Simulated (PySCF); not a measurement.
C6H5, doublet, at a GFN2-xTB geometry; BLYP/6-31G (PySCF).

PySCF was given this input:
```python
from pyscf import gto, scf, dft

mol = gto.Mole()
mol.atom = '''
    C    -1.350904    0.343212    0.019626
    C    -0.443252    1.360341    0.008997
    C     0.906341    1.011455   -0.010622
    C     1.272136   -0.323200   -0.018481
    C     0.313700   -1.321420   -0.007103
    C    -1.038761   -0.983819    0.012533
    H    -0.741357    2.398024    0.015300
    H     1.658224    1.787840   -0.019562
    H     2.319680   -0.589340   -0.033700
    H     0.603863   -2.362548   -0.013302
    H    -1.795977   -1.753387    0.021562
'''
mol.basis = '6-31g'
mol.charge = 0
mol.spin = 1
mol.verbose = 4
mol.build()

mf = dft.UKS(mol)
mf.xc = 'blyp'
mf.grids.radi_method = dft.radi.mura_knowles
mf.kernel()
```

Output, abridged:

```
PySCF version 2.14.0

[INPUT] verbose = 4
[INPUT] num. atoms = 11
[INPUT] num. electrons = 41
[INPUT] charge = 0
[INPUT] spin (= nelec alpha-beta = 2S) = 1
[INPUT] symmetry False subgroup None
[INPUT] Mole.unit = angstrom
[INPUT] Symbol           X                Y                Z      unit          X                Y                Z       unit  Magmom
[INPUT]  1 C     -1.350904000000   0.343212000000   0.019626000000 AA   -2.552838580579   0.648576682664   0.037087764921 Bohr   0.0
[INPUT]  2 C     -0.443252000000   1.360341000000   0.008997000000 AA   -0.837624884166   2.570671926017   0.017001865943 Bohr   0.0
[INPUT]  3 C      0.906341000000   1.011455000000  -0.010622000000 AA    1.712736265464   1.911372937322  -0.020072670895 Bohr   0.0
[INPUT]  4 C      1.272136000000  -0.323200000000  -0.018481000000 AA    2.403988633200  -0.610759483459  -0.034924028508 Bohr   0.0
[INPUT]  5 C      0.313700000000  -1.321420000000  -0.007103000000 AA    0.592807085276  -2.497121895523  -0.013422724663 Bohr   0.0
[INPUT]  6 C     -1.038761000000  -0.983819000000   0.012533000000 AA   -1.962973798879  -1.859148466143   0.023683937519 Bohr   0.0
[INPUT]  7 H     -0.741357000000   2.398024000000   0.015300000000 AA   -1.400961690529   4.531608600134   0.028912809706 Bohr   0.0
[INPUT]  8 H      1.658224000000   1.787840000000  -0.019562000000 AA    3.133589213181   3.378527954542  -0.036966822449 Bohr   0.0
[INPUT]  9 H      2.319680000000  -0.589340000000  -0.033700000000 AA    4.383559896631  -1.113691194251  -0.063683770398 Bohr   0.0
[INPUT] 10 H      0.603863000000  -2.362548000000  -0.013302000000 AA    1.141135686758  -4.464568676139  -0.025137136909 Bohr   0.0
[INPUT] 11 H     -1.795977000000  -1.753387000000   0.021562000000 AA   -3.393904656018  -3.313421220373   0.040746274698 Bohr   0.0

nuclear repulsion = 195.933985778354
number of shells = 40
number of NR pGTOs = 152
number of NR cGTOs = 64
basis = 6-31g
ecp = {}

******** <class 'pyscf.dft.uks.UKS'> ********
method = UKS
initial guess = minao
damping factor = 0
level_shift factor = 0
DIIS = <class 'pyscf.scf.diis.CDIIS'>
diis_start_cycle = 1
diis_space = 8
diis_damp = 0
SCF conv_tol = 1e-09
SCF conv_tol_grad = None
SCF max_cycles = 50
direct_scf = True
direct_scf_tol = 1e-13
number electrons alpha = 21  beta = 20
XC library pyscf.dft.libxc version 7.1.2
    S. Lehtola, C. Steigemann, M. J. T. Oliveira, and M. A. L. Marques,  SoftwareX 7, 1–5 (2018)
XC functionals = blyp
    A. D. Becke,  Phys. Rev. A 38, 3098 (1988)
    C. Lee, W. Yang, and R. G. Parr,  Phys. Rev. B 37, 785 (1988)
    B. Miehlich, A. Savin, H. Stoll, and H. Preuss,  Chem. Phys. Lett. 157, 200 (1989)
radial grids: Mura-Knowles [JCP 104, 9848 (1996); DOI:10.1063/1.471749] log3 quadrature radial grids
becke partition: Becke, JCP 88, 2547 (1988); DOI:10.1063/1.454033
pruning grids: <function nwchem_prune>
grids dens level: 3
symmetrized grids: False
atomic radii adjust function: <function treutler_atomic_radii_adjust>
small_rho_cutoff = 0
Set gradient conv threshold to 3.16228e-05
tot grids = 126192
init E= -232.212413568053

cycle= 1 E= -231.344949376988  delta_E= 0.867  |g|= 0.301  |ddm|= 2.51
cycle= 2 E= -231.315309161001  delta_E= 0.0296  |g|= 0.38  |ddm|= 0.919
cycle= 3 E= -231.398663408101  delta_E= -0.0834  |g|= 0.0672  |ddm|= 0.558
cycle= 4 E= -231.401179994168  delta_E= -0.00252  |g|= 0.0262  |ddm|= 0.118
cycle= 5 E= -231.401610451356  delta_E= -0.00043  |g|= 0.00885  |ddm|= 0.0431
cycle= 6 E= -231.40165367888  delta_E= -4.32e-05  |g|= 0.00296  |ddm|= 0.0114
cycle= 7 E= -231.401661177392  delta_E= -7.5e-06  |g|= 0.000585  |ddm|= 0.00533
cycle= 8 E= -231.40166166971  delta_E= -4.92e-07  |g|= 0.000692  |ddm|= 0.0021
cycle= 9 E= -231.401661999141  delta_E= -3.29e-07  |g|= 7.46e-05  |ddm|= 0.000972
cycle= 10 E= -231.401662014579  delta_E= -1.54e-08  |g|= 1.84e-05  |ddm|= 0.000362
cycle= 11 E= -231.401662015068  delta_E= -4.89e-10  |g|= 9.09e-06  |ddm|= 6.92e-05
Extra cycle  E= -231.401662014806  delta_E= 2.62e-10  |g|= 2.24e-05  |ddm|= 4.22e-05
converged SCF energy = -231.401662014806  <S^2> = 0.75473486  2S+1 = 2.0047293
```
